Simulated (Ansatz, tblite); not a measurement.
Removing and adding an electron: Au2F2 (the lowest singlet isomer of a short search). The state is a singlet with charge 0. Geometry: PBE0-D4/def2-TZVP. Ansatz, gas phase; energy differences of separate SCF runs; the oxidised species was run as a doublet alone; the reduced species was run as a doublet alone.

Cartesian coordinates in Å:
```
Au -1.000 1.575 -0.411
Au 0.325 -0.512 0.134
F -1.031 -1.081 1.362
F 1.706 0.018 -1.084
```

In the def2 sets Au takes a core potential; there is no spin–orbit coupling. The xTB rows come from tblite. HOMO above LUMO, or a gap near zero within one spin, warns that the state may not be the lowest or that an electron is smeared out. The structure comes from a short search, and lower isomers may exist.

```
               level  −HOMO (eV)  vertical IE (eV)  −LUMO (eV)  vertical EA (eV)  HOMO–LUMO gap (eV)  IE − EA (eV)                                     remarks
            GFN1-xTB       12.08             15.02       10.95              7.49                1.14          7.53                                           –
            GFN2-xTB       12.05             15.64        9.74              6.21                2.31          9.43                                           –
    PBE-D4/def2-TZVP        6.73             10.19        5.78                 –                0.95             –  gap within one spin near zero (+1 doublet)
   PBE-D4/def2-TZVPD        6.78                 –        5.79              3.11                0.99             –                                           –
 r2SCAN-D4/def2-TZVP        7.03             10.33        5.70                 –                1.33             –  gap within one spin near zero (+1 doublet)
r2SCAN-D4/def2-TZVPD        7.05                 –        5.69              3.21                1.37             –                                           –
   PBE0-D4/def2-TZVP        8.38             10.55        4.96                 –                3.42             –                                           –
  PBE0-D4/def2-TZVPD        8.41                 –        4.95              3.09                3.45             –                                           –
```

Relaxing the oxidised species (PBE0-D4/def2-TZVP) changes its energy by -0.19 eV at PBE0-D4/def2-TZVP, so the adiabatic ionisation energy to this nearest minimum is 10.36 eV. At PBE-D4/def2-TZVP it is 10.15 eV.     Raw xTB energy differences between charge states are shifted by several eV; the methods need an empirical correction for them.
